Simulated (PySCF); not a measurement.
Te(I)(GeH3) (GeH3ITe), SMILES I[Te][GeH3].

Geometry optimised at B3LYP-D3(BJ)/def2-SVP. This is a generated structure with no PubChem entry under its InChIKey; it may be hypothetical. The def2 effective core potentials stand for the cores of I, Te; spin–orbit coupling is left out.

Calculation: TDA-PBE/def2-SVPD (PySCF).

Vertical excitations. The molecule is in vacuum. State labels are in the subgroup Cs.

Computed lowest excited states:
```
state  symmetry  energy (eV)  λ (nm)      f                            main pairs
-----  --------  -----------  ------  -----  ------------------------------------
S1           A"         1.83     677  0.001                       HOMO→LUMO 100 %
S2           A'         2.89     429  0.003                      HOMO−1→LUMO 99 %
S3           A"         3.40     364  0.001                      HOMO−2→LUMO 99 %
S4           A"         3.53     351  0.003                      HOMO→LUMO+1 98 %
S5           A'         4.39     283  0.006                      HOMO−3→LUMO 93 %
S6           A'         4.64     267  0.022                    HOMO−1→LUMO+1 90 %
S7           A"         4.73     262  0.003                     HOMO→LUMO+2 100 %
S8           A"         5.05     246  0.001  HOMO−2→LUMO+1 65 %, HOMO−5→LUMO 35 %
S9           A"         5.09     244  0.005  HOMO−5→LUMO 64 %, HOMO−2→LUMO+1 34 %
S10          A'         5.13     241  0.051    HOMO−4→LUMO 52 %, HOMO−6→LUMO 41 %
T1           A"         1.24     996      0                       HOMO→LUMO 100 %
T2           A'         2.39     519      0                     HOMO−1→LUMO 100 %
T3           A"         2.92     425      0                     HOMO−2→LUMO 100 %
T4           A"         3.19     388      0                     HOMO→LUMO+1 100 %
```
Triplets are in the Tamm–Dancoff approximation.
